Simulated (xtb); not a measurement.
diiodomethane (CH2I2), SMILES ICI. All values are semi-empirical tight-binding results from xtb (GFN2-xTB unless named), good for trends rather than for accurate numbers. Geometry: GFN2-xTB.

| Property | Result |
|---|---|
| point group as xtb finds it | C2v |
| orbital gap | 3.89 eV |
| zero-point energy | 16.7 kcal/mol |
| G − E(el) at 298.15 K (modified RRHO) | -2.2 kcal/mol |
| static polarisability (D4 model) | 78.0 bohr³ |
| solvation energy, GFN2-xTB/ALPB(water) | -2.6 kcal/mol |
| solvation energy, GFN2-xTB/ALPB(toluene) | -6.0 kcal/mol |
